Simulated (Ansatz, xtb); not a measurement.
**Two isomers of C5H5ClS**

We compare a, `Cc1cscc1Cl`, a singlet, with b, `Cc1cc(Cl)cs1`, a singlet. Both are isolated molecules in the gas phase, relaxed with PBE0-D3(BJ)/def2-SVP.

Energies in hartree; the thermal terms are from GFN2-xTB frequencies at re-optimised GFN2-xTB minima (ideal gas, soft modes damped towards free rotors, one conformer each, 298.15 K, 1 atm) and include the zero-point energy:

```
                               a            b
E, CCSD(T)/def2-SVP  −1049.868701  −1049.867399
    E, MP2/def2-SVP  −1049.779644  −1049.778155
  E, MP2/def2-TZVPP  −1050.529948  −1050.528101
  zero-point energy      0.083053      0.082960
       H(298 K) − E      0.091160      0.091156
       G(298 K) − E      0.050941      0.050604
```

Problem. Correct the CCSD(T) difference for the basis set by the MP2 change, then work out ΔE, ΔE₀, ΔH and ΔG for a → b in kcal/mol (1 Eh = 627.51 kcal/mol) and the equilibrium ratio [b]/[a].

Solution. 1. Differences b − a: CCSD(T) +0.001302, MP2 in the small set +0.001489, MP2 in the large set +0.001847 Eh.
2. ΔE = +0.001302 + (+0.001847 − (+0.001489)) = +0.001660 Eh = +1.04 kcal/mol.
3. ΔE₀ = ΔE + ΔZPE = +0.001660 + (−0.000093) Eh = +0.98 kcal/mol.
4. ΔH = ΔE + (−0.000004) Eh = +1.04 kcal/mol.
5. ΔG = ΔE + (−0.000337) Eh = +0.83 kcal/mol, so ΔS = (ΔH − ΔG)/T = +2.9 J/(mol K).
6. kT = 0.9442 mEh, so K = [b]/[a] = exp(−ΔG/kT) = exp(−1.40) ≈ 0.25.

The two are too close for this level to say which is favoured. An error of 1 kcal/mol in ΔG would change K by a factor of 5.4. Mirror images and further conformers aren't counted.

As drawn, both hold the same kinds of bond in the same numbers.

Other levels gave ΔE = +0.6 (GFN2-xTB); 0.0 (HF/STO-3G, GFN2-xTB geometries); +0.8 (r2SCAN-D4/def2-SVP, GFN2-xTB geometries); +0.8 (PBE0-D3(BJ)/def2-SVP); +0.1 (HF/def2-SVP); +0.9 (MP2/def2-SVP); +0.8 (CCSD(T)/def2-SVP) kcal/mol. The correlated steps freeze 15 core orbitals. Programs: Ansatz 0.2.0, xtb 6.7.1.
